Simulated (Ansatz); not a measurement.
Consider the formal exchange of groups at the Si–O bond: `FC(F)O[SiH3]` + `C/C(Cl)=C/F` → `C/C(Cl)=C(\F)[SiH3]` + `OC(F)F`.

Program: Ansatz. Geometries: PBE0-D4/def2-TZVP. ΔE: electronic, gas phase. CBS: MP2 limit from def2 TZ/QZ plus the TZ coupled-cluster correction, frozen cores. This one scheme is used for every species. Double bonds are as drawn, so ΔE can hold a change between cis and trans. DFT in def2-TZVPP. Each species was taken in one conformer, which may not be the lowest.

```json
{"level": "r2SCAN-D4", "ΔE (kcal/mol)": "19.2"}
{"level": "B2PLYP", "ΔE (kcal/mol)": "20.8"}
{"level": "PBE", "ΔE (kcal/mol)": "17.0"}
{"level": "CCSD/def2-TZVPP", "ΔE (kcal/mol)": "20.8"}
{"level": "CCSD(T)/def2-TZVPP", "ΔE (kcal/mol)": "19.8"}
{"level": "SCS-MP2/def2-QZVPP", "ΔE (kcal/mol)": "21.2"}
{"level": "MP2/CBS(def2)", "ΔE (kcal/mol)": "19.9"}
{"level": "CCSD/CBS(def2)", "ΔE (kcal/mol)": "20.7"}
```

Question: What does CCSD(T)/CBS give? (Best estimate.)

Answer: Ansatz gave: +19.7 kcal/mol. The listed levels differ from it by -0.5, 1.1, -2.7, 1.1, 0.1, 1.5, 0.2, 1.0 kcal/mol.

Largest T1 diagnostic among the species: 0.012.

The D4 term adds −1.2 kcal/mol with B3LYP and −0.7 kcal/mol with PBE0; it sums over pairs of atoms, weighted by their polarisabilities, and B3LYP, whose exchange is more repulsive, gets the larger term. From PBE to PBE0 (25 % exact exchange), in def2-TZVPP and without D4, ΔE moves by +1.4 kcal/mol. In def2-TZVPP, CCSD(T) changes the Hartree–Fock value by −5.6 kcal/mol (the triples alone add −1.0 kcal/mol) and MP2 by −5.4 kcal/mol.

B3LYP here is the variant with VWN-RPA as its local correlation; programs differ in this.
